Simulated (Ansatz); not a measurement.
`C[SiH](S)CF` + CH₃SH → `CS[SiH](C)S` + `CF`  (ligand exchange at the Si–C bond)

Calculated with Ansatz (gas phase, PBE0-D4/def2-TZVP geometries, no zero-point term in ΔE). CBS: MP2 limit from def2 TZ/QZ plus the TZ coupled-cluster correction, frozen cores. This one scheme is used for every species. DFT in def2-TZVPP. B3LYP here is the variant with VWN-RPA as its local correlation; programs differ in this. One conformer a species, not always the lowest.

Task: Is it downhill or uphill in electronic energy at CCSD(T)/CBS, and by how much? (An estimate is asked.)

Result: The calculation gave: Downhill: ΔE = -0.88 eV.

Task: What do these levels give: PBE-D4, B3LYP-D4, B2PLYP, PBE, revPBE, r2SCAN, B3LYP, r2SCANh, LC-ωPBE, CCSD(T)/def2-TZVPP, HF/def2-QZVPP, CCSD/CBS(def2)? (Best estimate.)

Result: The calculation gave: PBE-D4 -0.87, B3LYP-D4 -0.87, B2PLYP -0.83, PBE -0.82, revPBE -0.80, r2SCAN -0.86, B3LYP -0.77, r2SCANh -0.87, LC-ωPBE -0.80, CCSD(T)/def2-TZVPP -0.85, HF/def2-QZVPP -0.80, CCSD/CBS(def2) -0.86 eV.

Task: What do rigid-rotor, harmonic-oscillator terms from PBE0-D4/def2-TZVP frequencies (298.15 K, 1 bar) make of the CCSD(T)/CBS value? (Best estimate.)

Result: The calculation gave: ΔZPE = +0.08 eV, ΔH = -0.79 eV, ΔS = -13 J/(mol·K), ΔG = -0.76 eV.

Largest T1 diagnostic among the species: 0.011.

At CCSD(T), def2-SVP lies +0.05 eV from the extrapolated value and def2-TZVPP +0.03 eV. In def2-TZVPP, CCSD(T) changes the Hartree–Fock value by −0.04 eV (the triples alone add −0.02 eV) and MP2 by −0.13 eV. The D4 term adds −0.09 eV with B3LYP and −0.05 eV with PBE0; it sums over pairs of atoms, weighted by their polarisabilities, and B3LYP, whose exchange is more repulsive, gets the larger term.
